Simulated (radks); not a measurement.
Problem. Ionisation of the samarium ion Sm+, [Xe] 4f6 6s1, to [Xe] 4f6 as the strength of local exchange is varied. Calculated with a radial shooting solver on a logarithmic mesh with Libxc functionals: scalar-relativistic Kohn-Sham, Slater X-alpha exchange (alpha = 2/3 is LDA exchange), no correlation, spin-unpolarised, spherical densities, finite nucleus; Fermi nuclear charge, rms radius 5.0819 fm.

| alpha | E(Sm+) (hartree) | exchange (hartree) | IE (eV) | -e of the level emptied (eV) | <r> of it (bohr) |
|---|---|---|---|---|---|
| 0.667 | -10413.1201 | -221.8111 | 10.436 | 7.809 (6s) | 3.946 |
| 0.728 | -10433.4981 | -242.5912 | 10.724 | 8.102 (6s) | 3.893 |
| 0.775 | -10449.2276 | -258.6569 | 10.952 | 8.335 (6s) | 3.853 |
| 0.82 | -10464.3107 | -274.0835 | 11.173 | 8.563 (6s) | 3.815 |
| 0.843 | -10472.0285 | -281.9851 | 11.288 | 8.681 (6s) | 3.796 |
| 0.953 | -10509.0207 | -319.9320 | 11.850 | 9.260 (6s) | 3.706 |
| 1.002 | -10525.5419 | -336.9191 | 12.107 | 9.526 (6s) | 3.667 |
| x | -10535.6700 | -347.3447 | 12.266 | 9.692 (6s) | 3.644 |

Which alpha was used in the last row?

Solution. alpha = 1.032. NIST Atomic Spectra Database: 11.08 eV (semi-empirical). The Delta-SCF value meets it near alpha = 0.80. Spin polarisation and multiplet splitting are left out, so open shells lie too high by an amount that depends on their filling. Spin-orbit splitting is averaged out at the scalar-relativistic level.

Beside tabulated values, note that spin-unpolarised runs miss the spin-polarisation part of the exchange energy of open shells.
